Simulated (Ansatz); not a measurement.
Basis-set series for CBrClF₂, SMILES `FC(F)(Cl)Br`. The species carries charge 0 and has multiplicity 1. The geometry is a stationary point of PBE0-D4/def2-TZVP.

```csv
functional,basis,functions,energy (Eh),HOMO (eV),LUMO (eV)
PBE0-D4,def2-TZVPP,183,-3271.57950,-8.87,-1.34
PBE0-D4,def2-QZVPP,330,-3271.65742,-8.90,-1.44
ωB97M-V,def2-TZVPP,183,-3272.03590,-11.12,0.86
ωB97M-V,def2-QZVPP,330,-3272.11056,-11.16,0.68
```

(1) Give the rows for def2-SVP. (An estimate is asked.)

Answers

(1) Ansatz gave: 
| functional | basis | functions | energy (Eh) | HOMO (eV) | LUMO (eV) |
| --- | --- | --- | --- | --- | --- |
| PBE0-D4 | def2-SVP | 92 | -3270.81857 | -8.76 | -1.01 |
| ωB97M-V | def2-SVP | 92 | -3271.27335 | -10.98 | 1.31 |

Positive LUMOs are unbound and depend on the basis. Scalar relativity is left out up to krypton.
